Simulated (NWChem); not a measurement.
C3H4BFO; SMILES C=C1B(F)CO1

```xyz
10

C      1.3287    -1.6165     0.0000
C      0.3571    -0.6973     0.0000
O     -1.0206    -0.9670     0.0000
C     -1.4627     0.4434     0.0000
B      0.0783     0.8302     0.0000
F      0.7862     1.9416     0.0000
H      1.1159    -2.6818     0.0000
H      2.3666    -1.3026     0.0000
H     -2.0617     0.6589    -0.8924
H     -2.0617     0.6589     0.8924
```
Atoms are numbered in this order, from 1.

Program: NWChem. All runs use the structure optimised with B3LYP/6-31G* (spherical d). Total energies of different functionals are on different scales.

| level | energy (Ha) | highest occupied level (eV) | orbital gap (eV) | dipole (D) |
|---|---|---|---|---|
| PBE/def2-TZVP | -316.4029 | -5.75 | 3.12 | 0.57 |
| B3LYP/def2-TZVP | -316.7745 | -6.74 | 4.81 | 0.60 |
| PBE0/def2-TZVP | -316.4142 | ? | ? | 0.58 |
| Hartree-Fock/def2-TZVP | -315.0402 | -9.63 | 11.57 | 0.69 |
| PW6B95/def2-TZVP | -317.1445 | -7.07 | 5.36 | 0.57 |
| BLYP/def2-TZVP | -316.6905 | -5.61 | 3.12 | 0.59 |

Q: Fill in the missing entries.

A: 
- PBE0/def2-TZVP, highest occupied level (eV): -6.97
- PBE0/def2-TZVP, orbital gap (eV): 5.24
